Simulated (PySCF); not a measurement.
Coordinates in bohr (charge 0 multiplicity 1):
```
Te    0.0000    0.0000   -1.0080
K     5.1951    0.0000    1.6267
K    -5.1951    0.0000    1.6267
```

All numbers come from PySCF, PBE0, basis Te def2-TZVP with ECP28, K def2-TZVP (scalar-relativistic core potentials, no spin–orbit coupling, density fitting).

This geometry of K2Te is a stationary point at this level.

Task: What is the point group?

Result: C2v.

Task: Is it a minimum?

Result: Yes: all harmonic wavenumbers are real, though the softest, 32 cm⁻¹, leaves little margin.

Task: What are the dipole moment and the gap between the highest occupied and lowest empty levels?

Result: 7.60 D and 2.25 eV.

Task: Give the ideal-gas entropy at 298.15 K and 1 bar by parts.

Result: translation 175.4, rotation 115.3, vibration 43.1, spin 0.0; total 333.9 J/(mol K).

Task: What is the atomisation energy, with and without zero-point energy?

Result: 398 kJ/mol without, 396 kJ/mol with.

This need not be the most stable arrangement of these atoms.
